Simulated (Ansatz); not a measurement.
Cost and result up the ladder for Si4BPH12, a doped cluster cut from the lattice of silicon (B and P 2.4 A apart) (18 atoms). Charge 0, multiplicity 1. Geometry: PBE-D4/def2-SVP.

```xyz
18

B     0.0477   -1.9516   -0.7677
Si    1.9099    0.8283    0.5540
Si   -1.8195    0.5079    1.1810
Si   -1.7232   -0.9746   -0.6541
Si   -0.0695    2.0588    0.8870
P     1.4648   -0.6891   -1.1041
H     0.0537   -2.7335   -1.7127
H     0.3348   -2.4629    0.3112
H     3.1150    1.6190    0.1164
H     2.2820   -0.0372    1.7265
H    -3.1011    1.2897    1.3387
H    -1.5348   -0.1894    2.4893
H    -2.0481   -0.1009   -1.8496
H    -2.8860   -1.9262   -0.4962
H    -0.2524    2.8696   -0.3724
H     0.1831    3.0127    2.0279
H     1.2965    0.1308   -2.2644
H     2.7470   -1.2515   -1.4107
```

Ansatz on 4 threads of Arm Neoverse V2 on a shared host. Times are rough, and most runs start from the orbitals of an earlier one. PBE0-D4/def2-TZVPD serves as the yardstick here, not as an exact answer. Differences are given only for rows in sets of like size (and for xTB, whose basis is part of the method), since another set adds its own error. Binding counts from free atoms at the same level (B doublet, Si triplet, P quartet, H doublet; other spins of the atoms weren't run), without zero-point energy or a counterpoise term.

B3LYP takes the VWN-RPA correlation. Correlated methods freeze 26 core orbitals. The rows differ in basis, and correlated rows in double-zeta sets carry the largest basis error.

Correlated methods converge slowly with the basis, most of all in double-zeta sets.

```tsv
level	functions	binding energy per atom (eV)	difference from PBE0-D4/def2-TZVPD (eV)
revPBE-D4/def2-TZVP	288	3.07	-0.03
CCSD(T)/def2-SVP	164	2.89	–
PBE-D4/def2-SVP	164	3.10	–
HF/6-31G	98	1.99	–
PBE0-D4/def2-TZVP (with forces)	288	3.10	0.00
r2SCANh-D4/def2-TZVP	288	3.11	0.01
PBE0-D4/def2-TZVPD	360	3.10	0.00
r2SCAN-D4/def2-TZVP	288	3.12	0.02
B3LYP-D4/6-31G	98	2.89	–
r2SCANh-D4/def2-TZVPD	360	3.12	0.01
PBE-D4/def2-TZVP	288	3.11	0.00
PBE0-D4/def2-SVP	164	3.09	–
HF/STO-3G	62	3.42	–
MP2/def2-TZVP	288	2.94	-0.16
```

Task: Estimate how long each takes.

Result: HF/STO-3G 0.3 s; HF/6-31G 0.7 s; B3LYP-D4/6-31G 1.9 s; PBE-D4/def2-SVP 2.2 s; PBE0-D4/def2-SVP 3.2 s; PBE-D4/def2-TZVP 4.2 s; revPBE-D4/def2-TZVP 4.7 s; MP2/def2-TZVP 6.5 s; r2SCAN-D4/def2-TZVP 8.5 s; r2SCANh-D4/def2-TZVP 12 s; PBE0-D4/def2-TZVP (with forces) 12 s; PBE0-D4/def2-TZVPD 13 s; r2SCANh-D4/def2-TZVPD 18 s; CCSD(T)/def2-SVP 25 s. On shared hardware such times vary by a factor of up to 3.
